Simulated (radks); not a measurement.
Question: These are the eigenvalues of the occupied orbitals of an atom or ion with whole-number occupations (hartree). Method: scalar-relativistic Kohn-Sham, PBE, spin-polarised, spherical densities, finite nucleus; Fermi nuclear charge, rms radius of each element as measured or else 0.836 A^(1/3) + 0.57 fm; computed with a radial shooting solver on a logarithmic mesh with Libxc functionals.

| orbital | eigenvalue |
|---|---|
| 1s down | -236.9068 |
| 1s up | -236.9059 |
| 2s up | -27.98468 |
| 2s down | -27.90651 |
| 2p up | -23.79660 |
| 2p down | -23.73730 |
| 3s up | -3.87170 |
| 3s down | -3.67542 |
| 3p up | -2.72200 |
| 3p down | -2.52897 |
| 3d up | -0.95087 |

Which element is it, and in what charge state? The configuration may be excited. Open shells, if any, are filled with parallel spins first.

Answer: Z = 25, manganese, charge +2: Mn2+ in [Ar] 3d5. The list shows which subshells hold electrons but not how many an open one holds; the 1s level, -236.91 hartree, gives Z - s = 21.8 by -(Z - s)^2/2, which with screening and relativity narrows Z to a few neighbours, and the depths of the outer levels then fix element, charge and occupations together.
